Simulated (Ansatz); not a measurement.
TiCl₄⁺. The state is a doublet with charge 1. Geometry PBE-D4/def2-SVP; atoms count from 1.

```tsv
atom	x (Å)	y (Å)	z (Å)
Ti1	0.0000	0.0000	0.0000
Cl2	1.6768	0.8766	1.0806
Cl3	0.7765	-1.6670	-1.1687
Cl4	-0.9615	1.3779	-1.3874
Cl5	-1.4918	-0.5875	1.4755
```

Estimate the Mulliken populations from the PBE0/def2-TZVP orbitals of Ansatz.


```tsv
atom	charge (e)	spin (α − β)	d electrons
Ti1	1.07	-0.24	2.22
Cl2	-0.02	0.31	–
Cl3	-0.02	0.31	–
Cl4	-0.02	0.31	–
Cl5	-0.02	0.31	–
```
Mulliken values depend strongly on the basis.

Where does the spin sit?

Summed by element: Ti -0.24, Cl 1.24, of 1 unpaired in all. Largest on single atoms: Cl2 0.31, Cl4 0.31, Cl3 0.31.

And the Mayer bond orders between heavy atoms (over 0.3)?

Ti1–Cl2 1.19 (2.18 Å); Ti1–Cl3 1.19 (2.18 Å); Ti1–Cl4 1.19 (2.18 Å); Ti1–Cl5 1.19 (2.18 Å).
